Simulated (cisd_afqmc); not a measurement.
Input (AFQMC/CISD/def2-SVP; cisd_afqmc is a phaseless AFQMC code with CISD trial states that reads the integrals written by Ansatz):

Ansatz 0.2 input:
```python
import cisd_afqmc

open("ham.yaml", "w").write("""\
crystal:
  periodic: [false, false, false]
  atoms:
    - {symbol: Ge, position_ang: [-0.00000000, -0.00000000, -1.55357291]}
    - {symbol: Te, position_ang: [0.00000000, 0.00000000, 0.95604486]}
basis:
  gaussian:
    orbitals: def2-SVP
total_charge: 1
magnetization: {spin_polarized: true, initial_magnetization: 1}
correlation: {method: ccsd, electrons: outside_noble_gas, hamiltonian_folder: ham}
""")
rep = cisd_afqmc.ansatz("ham.yaml")
e_ccsd = rep["correlation"]["coupled_cluster"]["energy"]["hartree"]
out = cisd_afqmc.run("ham", e_ccsd, trial="CISD", walkers=200, populations=8, threads=8, dt=0.005, steps=40, early=36, settle=10, least=32,
    cut=5e-5, rank_cut=2e-4, target=0.0004, seconds=1500, seed=1, memory=17280, gpu=False)
```

Output:

```
WARN ansatz::render: the results are in doubt because among natural orbitals full CI differs from the method by -0.081 eV
orbitals 35, occupied [5, 4], factors 196 of 649, rank of the doubles 142 of 274
E(HF) = -2341.842405
E(CCSD) on the cut factors = -2342.001225, shift to the whole factors -0.000005
Energy of the trial state on the determinant = -2342.001126
  tau behind 10.8 of longer steps, mean of the populations' last blocks
   2.0  -2342.01029
   4.0  -2342.00988
   6.0  -2342.00883
   8.0  -2342.01018
blocks 319 (0 outliers left out), error by blocks joined: 1: 0.00013, 2: 0.00016, 4: 0.00022, 8: 0.00028, 16: 0.00036
E(AFQMC/CISD) = -2342.00959 +/- 0.00036
```

The determinant is spin-contaminated: <S^2> is 0.83, 0.08 over the pure value.

The error still grows at the longest joins of blocks, or few joins were possible, so the printed bar may be too narrow.

The run carries these doubts: large difference.
